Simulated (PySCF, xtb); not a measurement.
Br3Fe, SMILES [Br][Fe-]([Br])[Br] (connectivity only; charge and spin as stated), charge -1, multiplicity 5.

Harmonic wavenumbers (cm⁻¹) from xtb with GFN2-xTB at its own minimum, in rising order: 36, 63, 63, 176, 266, 266.

Question: What does PBE-D3(BJ)/def2-SVPD in PySCF 2.14.0 give at its own minimum? (Estimate from the structure and the level; the computed values follow.)

Answer: 58, 58, 89, 173, 283, 283. Paired by order, the mean absolute difference is 15 cm⁻¹ and the zero-point energies are 1.2 and 1.3 kcal/mol.
